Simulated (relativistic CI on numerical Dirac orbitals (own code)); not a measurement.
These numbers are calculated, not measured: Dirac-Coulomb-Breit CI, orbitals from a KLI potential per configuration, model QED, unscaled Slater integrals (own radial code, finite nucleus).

CI space (outside the closed core 1s2): 2s²2p⁶, 2s²2p⁵3s, 2s²2p⁵3p, 2s²2p⁵3d, 2s2p⁶3s, 2s2p⁶3p, 2s2p⁶3d, 2s²2p⁵4s, 2s²2p⁵4p, 2s²2p⁵4d, 2s²2p⁵4f, 2s²2p⁴3s², 2s²2p⁴3s3p, 2s2p⁶4s, 2s²2p⁵5s, 2s2p⁶4p, 2s²2p⁵5p, 2s²2p⁴3s3d, 2s²2p⁵5d, 2s²2p⁴3p², 2s²2p⁵5f, 2s²2p⁵5g, 2s2p⁶4d, 2s2p⁶4f, 2s²2p⁴3p3d, 2s2p⁵3s², 2s²2p⁴3d², 2s2p⁵3s3p, 2s2p⁵3s3d, 2s2p⁵3p², 2s2p⁶5s, 2s2p⁶5p, 2s2p⁵3p3d, 2s2p⁶5d, 2s2p⁶5f, 2s2p⁶5g. Levels of other configurations are missing.

At this charge energies of transitions that change n are usually good to better than 1 %, and those within a shell (Δn = 0) to a few per cent.

Outline of the computed level scheme of Re LXVI. Lowest level of each configuration: 2s²2p⁶ ¹S0 at 0.0 eV; 2s²2p⁵3s ³P°2 at 8530.3 eV; 2s²2p⁵3p ³P1 at 8682.5 eV; 2s²2p⁵3d ³P°0 at 9248.6 eV; 2s2p⁶3s ³S1 at 10495.2 eV; 2s2p⁶3p ³P°1 at 10655.3 eV; 2s2p⁶3d ³D1 at 11230.3 eV; 2s²2p⁵4s ³P°2 at 11964.4 eV; 2s²2p⁵4p ³P1 at 12027.2 eV.

Some strong electric-dipole decays among the lowest 45 levels: 2s²2p⁵3d ¹P°1 → 2s²2p⁶ ¹S0 (3.0e+15 s⁻¹); 2s²2p⁵3d ³D°1 → 2s²2p⁶ ¹S0 (1.6e+15 s⁻¹); 2s2p⁶3p ³P°1 → 2s²2p⁶ ¹S0 (6.6e+14 s⁻¹); 2s2p⁶3p ¹P°1 → 2s²2p⁶ ¹S0 (4.7e+14 s⁻¹); 2s²2p⁵3s ¹P°1 → 2s²2p⁶ ¹S0 (1.7e+14 s⁻¹); 2s²2p⁵3d ³P°1 → 2s²2p⁶ ¹S0 (9.2e+13 s⁻¹); 2s²2p⁵4p ³P1 → 2s²2p⁵3s ³P°2 (5.9e+13 s⁻¹); 2s²2p⁵4s ¹P°1 → 2s²2p⁶ ¹S0 (5.8e+13 s⁻¹).

LS names give the leading component of a level, which can be under half, so a name can repeat, a term be missing and a line seem to break the LS rules.
